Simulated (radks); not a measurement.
Excited configurations of Si: one electron is placed in a higher orbital outside [Ne] 3s2 3p1. The ground configuration is [Ne] 3s2 3p2. Method: scalar-relativistic Kohn-Sham, r2SCAN, spin-polarised, spherical densities, finite nucleus; open shells are filled with parallel spins first; meta-GGA in the generalised Kohn-Sham scheme; Fermi nuclear charge, rms radius 3.1224 fm; computed with a radial shooting solver on a logarithmic mesh with Libxc functionals. Excitation = E - E(ground); binding = E(ion) - E, where the ion is the core of charge +1; n* = 1/sqrt(2 binding) in atomic units, and the quantum defect is n - n*.

| outer orbital | excitation (eV) | binding (eV) | quantum defect | <r> (bohr) |
|---|---|---|---|---|
| 3d | 6.567 | 1.846 | 0.285 | 7.855 |
| 4s | 5.220 | 3.193 | 1.936 | 6.646 |
| 5p | 7.243 | 1.170 | 1.589 | 17.56 |
| 5d | 7.666 | 0.747 | 0.733 | 26.40 |
| 6d | 7.899 | 0.514 | 0.857 | 40.27 |
| 7f | 8.091 | 0.322 | 0.495 | 64.87 |

The Delta-SCF ionisation energy is 8.413 eV (NIST Atomic Spectra Database: 8.152 eV, measured). Self-interaction in the functional shifts the binding energies and quantum defects, so they are the method's values and not measured ones. Open shells are spherical and high-spin; term and fine-structure splittings are not resolved.
